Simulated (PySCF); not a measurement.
Work out the structure from these simulated measurements.

Formula: C7H5F5O.

- 13C NMR: chemical shifts (computed TMS as zero) by class: 151.0 (2 C), 129.0 (1 C), 121.4 (1 C), 103.2 (2 C), 42.2 (1 C) ppm [GIAO PBE0/pcSseg-1]
- 1H NMR: chemical shifts (computed TMS as zero) by class: 6.68 (2 H), 5.05 (2 H), 3.95 (1 H) ppm [GIAO PBE0/pcSseg-1]
- Dipole: 2.15 D [PBE0/pcSseg-1]
- NMR, other nuclei: isotropic shieldings of nuclei other than C and H, by class: 161 (1 O), 257 (3 F), 313 (2 F) ppm [GIAO PBE0/pcSseg-1]
- Rotational structure: rotational constants A, B, C: 1.323, 0.676, 0.647 GHz [GFN2-xTB]

The electronic properties come from PySCF, for the isolated species, density fitting. Levels stand in brackets. One conformer (not necessarily the lowest) at the GFN2-xTB geometry, without solvent, vibrations or thermal averaging. NMR values are class means; diastereotopic atoms form classes of their own.

Task: Give a SMILES that accounts for the data.

Result: Numbering: `[F:1][C:2]([F:3])([F:4])[C:5]([F:6])([F:7])[CH:8]1[CH:9]=[CH:10][O:11][CH:12]=[CH:13]1`. Its formula, C7H5F5O, gives 3 degrees of unsaturation: 1 ring and 2 π bonds in the structure found. 7 carbons fall into 5 classes; from least to most shielded: vinylic carbon bearing oxygen [C10/C12] (151.0 ppm, 2 C), CF3 carbon [C2] (129.0 ppm), CF2 carbon [C5] (121.4 ppm), alkene CH carbon [C9/C13] (103.2 ppm, 2 C), allylic carbon [C8] (42.2 ppm). Hydrogen classes from least to most shielded: 2 H on 2 like atoms (vinylic carbon bearing oxygen), C10/C12 (6.68 ppm), 2 H on 2 alkene CH carbons, C9/C13 (5.05 ppm), 1 H on an allylic carbon, C8 (3.95 ppm). The other shieldings belong to: 161 ppm, cyclic ether oxygen [O11]; 257 ppm, fluorine of a CF3 group [F1/F3/F4]; 313 ppm, fluorine of a CF2 group [F6/F7]. The optimised geometry has point group Cs and is an asymmetric top. Structure: `FC(F)(F)C(F)(F)C1C=COC=C1`. Computed isomers that give other values at the same levels: `FC1=C(CC(F)(F)F)[C@H](F)C=CO1` (13C chemical shifts (computed TMS as zero) by class: 168.4 (1 C), 149.3 (1 C), 135.2 (1 C), 110.4 (1 C), 88.4 (1 C), 86.0 (1 C), 34.0 (1 C) ppm). The assignments are read from this structure; whether some other isomer fits the data as well wasn't checked.

The values belong to the conformer `[F:1][C:2]([F:3])([F:4])[C:5]([F:6])([F:7])[CH:8]1[CH:9]=[CH:10][O:11][CH:12]=[CH:13]1`: F1–C2–C5–F6 -57°, C2–C5–C8–C9 -61°.
